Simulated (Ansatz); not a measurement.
LaO3H3, relaxed as a singlet with RKS r2SCAN-D4/def2-SVP in Ansatz, starting from the GFN1-xTB geometry. Force threshold 0.02 eV/Å.

In the def2 sets La takes a core potential; there is no spin–orbit coupling. The structure holds one bond between oxygen atoms, so isomers without such links may lie far lower. No other spin state of charge 0 was run. Another isomer (singlet) lies 0.83 eV lower at PBE0-D4/def2-TZVP; other spin states weren't run for this one.

Start:

```xyz
7

La    0.4819   -0.6926    0.1629
O     1.0070    0.6112   -0.6723
O    -1.0999    0.5556    0.4633
O     0.6245   -0.4428   -1.4385
H    -1.6533    1.3158    0.2447
H     0.8668   -2.0864    1.3474
H    -0.2272    0.7392   -0.1075
```

Q: Estimate the energy that the relaxation releases and the steps that it takes.

A: 18.16 eV, in 17 steps; 30 s on 4 threads of Arm Neoverse V2 on a shared host. No frequencies were taken in this run, so the end may be a saddle point.

Q: Does the start keep its bonding?

A: Bonds lost: La1–H7 (atoms count from 1).

Q: Predict the relaxed structure.

A: 
Cartesian coordinates in Å:
```
La 0.0949 -1.2925 0.1098
O 1.0236 0.5564 -0.6810
O -1.3018 0.8342 0.2821
O 1.1372 -0.5534 -1.6651
H -1.7652 1.6078 0.6248
H 1.3227 -2.2854 1.6087
H -0.5113 1.1328 -0.2793
```
Bond lengths: 3 × La–O 2.19 to 2.55 Å; 1 × O–O 1.49 Å; 2 × H–O 0.96 to 1.01 Å; 1 × H–La 2.18 Å.
